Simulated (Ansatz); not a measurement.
Geometry optimisation, DFT LDA, scalar-relativistic, plane waves, PAW in Ansatz.

input.yaml

```yaml
accuracy: low
crystal:
  lattice:
    - [6.6, 0.0, 0.0]
    - [0.0, 6.6, 0.0]
    - [0.0, 0.0, 6.6]
  atoms:
    - { symbol: Nb, position: [0.0, 0.0, 0.0] }
    - { symbol: Nb, position: [0.5, 0.0, 0.0] }
    - { symbol: Nb, position: [0.0, 0.5, 0.0] }
    - { symbol: Nb, position: [0.0, 0.0, 0.5] }
    - { symbol: Nb, position: [0.25, 0.25, 0.25] }
    - { symbol: Nb, position: [0.5, 0.5, 0.0] }
    - { symbol: Nb, position: [0.5, 0.0, 0.5] }
    - { symbol: Nb, position: [0.75, 0.25, 0.25] }
    - { symbol: Nb, position: [0.0, 0.5, 0.5] }
    - { symbol: Nb, position: [0.25, 0.75, 0.25] }
    - { symbol: Nb, position: [0.25, 0.25, 0.75] }
    - { symbol: Nb, position: [0.5, 0.5, 0.5] }
    - { symbol: Nb, position: [0.75, 0.75, 0.25] }
    - { symbol: Nb, position: [0.75, 0.25, 0.75] }
    - { symbol: Nb, position: [0.25, 0.75, 0.75] }
    - { symbol: Nb, position: [0.75, 0.75, 0.75] }
    - { symbol: H, position: [0.1239891, 0.7556271, 0.4912105] }
basis:
  ecutwfc: 420.0
kpoints:
  mp_grid: { grid: [2, 2, 2] }
hamiltonian:
  xc: lda
scf:
  occupations: { method: fermi_dirac, width: 0.1 }
  lower_state_search: "off"
relax:
  f_tol: 0.08
  max_steps: 25
  adjacent_minimum: "off"
```

Launched with:

```bash
$ ansatz run input.yaml --threads 2 --pin off --max-ram 5120MiB --backend cpu --events-out ev --progress --plain --runs-dir out
```

Q: Where does it end, and by what steps?

A: The run converged. The threshold is loose, so the end isn't yet a minimum. Limits of this set-up: coarse k mesh, odd electron count without spin, low accuracy level. After 3 steps the energy has fallen by 0.196 eV; Nb10 moved furthest, 0.08 Å.

```csv
step,energy less start (eV),largest force component (eV/Å),accepted
0,0.0000,1.347,yes
1,0.0917,1.059,no
2,-0.1802,0.190,yes
3,-0.1958,0.051,yes
```

```xyz
17
Lattice="6.6000 0.0000 0.0000 0.0000 6.6000 0.0000 0.0000 0.0000 6.6000" Properties=species:S:1:pos:R:3
Nb 0.017 0.000 -0.003
Nb 3.322 -0.003 -0.003
Nb 0.017 3.304 -0.003
Nb -0.050 0.057 3.297
Nb 1.632 1.652 1.649
Nb 3.322 3.307 -0.003
Nb 3.298 0.019 3.296
Nb 4.928 1.652 1.652
Nb -0.050 3.248 3.297
Nb 1.699 4.952 1.592
Nb 1.632 1.652 4.945
Nb 3.298 3.285 3.296
Nb 4.951 4.952 1.629
Nb 4.928 1.652 4.942
Nb 1.699 4.952 5.001
Nb 4.951 4.952 4.964
H 0.824 4.952 3.296
```

Time of the run: 17 s on 2 CPU threads of a shared host.
